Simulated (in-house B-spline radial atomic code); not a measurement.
**KLI/ALDAx excitations of the rubidium ion Rb⁺**

Method: KLI/ALDAx. Computed with an all-electron radial atomic-structure program (B-spline basis): linear response of the closed shell [Ar] 3d10 4s2 4p6 with the adiabatic LDA exchange kernel on the exchange-only KLI potential; scalar-relativistic (spin-free one-electron X2C), finite nucleus, no spin-orbit coupling, no double excitations, S, P, D and F terms only; shells from n = 2 respond. Only terms of natural parity with L up to 3 were computed.

Command:
```bash
python run_td.py task.json out
```
Settings (radii: box in bohr, nucleus in fm):
```
Z                        37
electrons                36
configuration            [Ar] 3d10 4s2 4p6
hamiltonian              x2c
method                   kli
box_radius               41.61
rms_radius               4.2036
intervals                110
```

Cost of the run: 2.8 s on 1 thread of Intel(R) Xeon(R) Platinum 8259CL CPU @ 2.50GHz (Skylake/Cascade Lake), on a shared host.

The lowest states, in the order of their Tamm-Dancoff energies; the method's threshold (minus the highest occupied level) is 27.392 eV. Labels give the largest channel, * marks a mixed state, and oscillator strengths are full-response dipole values. Semilocal kernels can invert the small singlet-triplet splittings of Rydberg terms. Energies in eV:

```csv
state,full response,Tamm-Dancoff,oscillator strength
4p → 5s 3P,15.966,15.988,-
4p → 5s 1P,16.500,16.513,0.441
4p → 4d 3P,17.125,17.179,-
4p → 4d 3F,17.461,17.506,-
4p → 4d 1F,?,?,-
4p → 5p 3S,?,?,-
4p → 5p 3D,19.079,19.087,-
4p → 5p 1D,19.307,19.312,-
4p → 5p 1S,20.177,20.273,-
4p → 4d 1P,20.508,20.740,2.2
4p → 6s 3P,22.212,22.214,-
4p → 6s 1P,22.325,22.329,0.112
4p → 5d 3P,22.767,22.776,-
4p → 5d 3F,22.837,22.844,-
4p → 5d 1F,23.042,23.045,-
4p → 6p 3S,23.129,23.135,-
4p → 6p 3D,23.229,23.232,-
4p → 6p 1D,23.302,23.303,-
4p → 6p 1S,23.599,23.635,-
4p → 4f 3D,23.700,23.702,-
4p → 4f 1D,23.757,23.758,-
4p → 5d 1P,23.687,23.792,0.72
```

(1) Where does 4p → 4d 1F lie?

(2) Where does 4p → 5p 3S lie?

(3) How large is the singlet-triplet splitting of 4p → 5s (P terms) in Tamm-Dancoff?

(4) What polarisabilities and dispersion coefficient does the method give?

## Answers

(1) At 18.500 eV in full response, 18.514 eV in Tamm-Dancoff.

(2) At 18.686 eV in full response, 18.711 eV in Tamm-Dancoff.

(3) 0.525 eV, from the unrounded values.

(4) Dipole 9.304 bohr³, quadrupole 37.29 bohr⁵, C6 56.59 hartree·bohr⁶ for two such species.
